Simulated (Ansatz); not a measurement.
CrF$_{2}$O$_{2}$, SMILES `[O]=[Cr](=[O])([F])[F]`, relaxed with RKS PBE0-D4/def2-TZVP in Ansatz 0.2.0 from a PBE-D4/def2-SVP geometry. The force threshold is 0.005 eV/Å; the program also tests the step.

Total charge 0; spin multiplicity 1.

Start:

```xyz
5

O    -1.381    0.441    0.605
Cr   -0.020    0.002   -0.012
O    -0.235   -0.253   -1.533
F     1.128    1.245    0.200
F     0.508   -1.435    0.739
```

Task: By how much does the energy fall, and how many steps does the optimiser take? (An estimate is asked.)

Result: Computed: 3.32 kJ/mol, in 4 steps.

Task: Which bonds change most? (An estimate is asked.)

Result: Ansatz gave: Cr2–O3 from 1.557 to 1.534 Å; O1–Cr2 from 1.557 to 1.534 Å; Cr2–F4 from 1.705 to 1.699 Å; Cr2–F5 from 1.705 to 1.699 Å.

Task: Give the relaxed structure. (Best estimate.)

Result: Ansatz gave: 
```xyz
5

O    -1.368    0.436    0.593
Cr   -0.027    0.003   -0.016
O    -0.238   -0.249   -1.514
F     1.124    1.234    0.201
F     0.509   -1.424    0.735
```
